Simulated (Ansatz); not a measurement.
A nudged elastic band was laid between two geometries of F2H2OSi + H4Si (11 atoms, charge 0, multiplicity 1).

These are results of Ansatz 0.2.0, RKS BHLYP-D4/def2-SVP, not measurements.

```
movable images  : 7
climbing image  : yes
spring          : 5.0 eV/Å²
optimiser       : quadratic models (default)
start path      : through a guess of the saddle point
force threshold : 0.03 eV/Å
iteration limit : 60
end points      : relaxed
```

Image 0:

```xyz
11
Properties=species:S:1:pos:R:3
Si -0.403 0.511 -0.058
H -0.593 1.083 1.263
F 1.100 0.728 -0.553
F -1.312 1.262 -1.137
O -0.769 -1.071 -0.027
H -0.800 -1.591 -0.826
Si 1.600 -2.552 1.452
H 0.447 -3.477 1.472
H 1.965 -2.227 0.056
H 2.755 -3.205 2.113
H 1.270 -1.310 2.187
```

Image 8:

```xyz
11
Properties=species:S:1:pos:R:3
Si 0.256 -0.611 -0.424
H -0.016 0.122 2.838
F 1.232 0.168 -1.437
F -0.364 0.558 0.495
O -0.938 -1.333 -1.262
H -1.500 -0.837 -1.853
Si 1.418 -2.178 0.833
H 0.483 -2.858 1.755
H 2.023 -3.165 -0.089
H 2.483 -1.496 1.602
H 0.179 -0.216 3.483
```

(1) Which bonds break or form, and what moves?

(2) What energy profile does the band end with?

(3) What is the geometry of the highest image?

The band took 57 iterations and of the order of 40 core-minutes.

Answers

(1) Bonds broken: Si1–H2, Si7–H11. Bonds formed: Si1–Si7, H2–H11. F2H2OSi + H4Si becomes F2H4OSi2 + H2.

(2) The forces met the threshold. The highest image is number 4 of 0 to 8, 3.64 eV above the first end and 3.16 eV above the last; the last end lies 0.48 eV above the first. Neighbouring images differ by up to 3.1 eV, so the band resolves the path poorly. A vibrational analysis at the climbing image gives one clearly imaginary mode, 1469i cm⁻¹: a first-order saddle point. The orbitals stay closed-shell, which can raise the energy where a bond breaks towards radicals; this wasn't checked here.

| image | path coordinate (Å) | energy (eV) | Si1–H2 (Å) | Si7–H11 (Å) | Si1–Si7 (Å) |
| --- | --- | --- | --- | --- | --- |
| 0 | 0.00 | 0.00 | 1.45 | 1.48 | 3.96 |
| 1 | 1.06 | 0.01 | 1.45 | 1.48 | 3.91 |
| 2 | 2.13 | 0.06 | 1.45 | 1.48 | 3.71 |
| 3 | 3.19 | 0.57 | 1.46 | 1.48 | 3.21 |
| 4 | 4.26 | 3.64 | 1.71 | 1.99 | 2.61 |
| 5 | 5.41 | 1.42 | 2.43 | 2.51 | 2.36 |
| 6 | 6.56 | 0.67 | 2.97 | 3.04 | 2.33 |
| 7 | 7.71 | 0.56 | 3.34 | 3.46 | 2.33 |
| 8 | 8.87 | 0.48 | 3.36 | 3.52 | 2.32 |

(3) 
```xyz
11
Properties=species:S:1:pos:R:3:forces:R:3
Si 0.037 -0.109 0.128 0.00 0.00 0.00
H -0.454 0.146 1.741 0.00 0.00 0.00
F 1.484 0.301 -0.445 0.00 0.00 0.00
F -0.687 1.311 -0.087 0.00 0.00 0.00
O -0.966 -1.095 -0.683 0.00 0.00 0.00
H -0.690 -1.979 -0.905 0.00 0.00 0.00
Si 1.381 -2.126 1.099 0.00 0.00 0.00
H 0.672 -3.081 1.993 0.00 0.00 0.00
H 1.585 -2.809 -0.208 0.00 0.00 0.00
H 2.698 -1.791 1.686 0.00 0.00 0.00
H 0.198 -0.615 1.621 0.00 0.00 0.00
```

The run took 9.8 min on 4 threads of Arm Neoverse V1 (shared host), peak memory 0.28 GiB.
